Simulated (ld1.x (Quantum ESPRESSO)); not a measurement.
# tin (Sn), PAW: configuration errors across variants

```
Element                 : Sn (Z = 50)
Generator               : ld1.x (Quantum ESPRESSO) 7.5
Type                    : PAW
Functional              : BLYP
Relativity              : scalar-relativistic
Frozen core             : [Kr]
Valence charge          : 14
Reference configuration : 4d10 5s2 5p2
Partial waves           : 5s (bound): rcut 1.75, rcutus 2.20 bohr; 5s channel at -0.45 Ry: rcut 1.75, rcutus 2.20 bohr; 5p (bound): rcut 1.55, rcutus 2.15 bohr; 5p channel at 0.85 Ry: rcut 1.55, rcutus 2.15 bohr; 4d (bound): rcut 1.10, rcutus 1.30 bohr; 4d channel at -1.45 Ry: rcut 1.10, rcutus 1.30 bohr
Local potential         : all-electron potential smoothed inside 1.35 bohr (lloc = -2)
Core correction         : Bessel-smoothed model core inside 1.20 bohr
Augmentation charge     : BESSEL, radius 1.05 bohr
```

All-electron excitation energies from the reference (eV): (1) 4d10 5s2 5p1 6.801; (2) 4d10 5s2 5p0 20.782; (3) 4d10 5s1 5p0 51.875.

The file “core correction a·sin(br)/r model core, default radius (ld1.x builds one for every PAW set, though the input has nlcc=.false.)” misses its own reference levels by 0.3 eV.

Errors AE − PS in meV (a dash: test not solved or not reliable):

```csv
change,(1),(2),(3),bound ghosts
base,-1.6,-4.8,-0.4,none
"core correction a·sin(br)/r model core, default radius (ld1.x builds one for every PAW set, though the input has nlcc=.false.)",+37,+82,+93,not determined
core correction Bessel-smoothed model core inside 0.60 bohr,-1.6,-4.6,+0.4,none
core correction Bessel-smoothed model core inside 0.78 bohr,-1.7,-4.8,-0.4,none
core correction Bessel-smoothed model core inside 1.12 bohr,-1.7,-4.8,-0.2,none
core correction Bessel-smoothed model core inside 1.38 bohr,-1.7,-5.1,-1.0,none
core correction Bessel-smoothed model core inside 1.54 bohr,-1.8,-5.3,-1.9,none
```

Problem. Give the same row for: core correction Bessel-smoothed model core inside 1.02 bohr.

Solution. -1.7, -4.8, -0.1; bound ghosts: none.
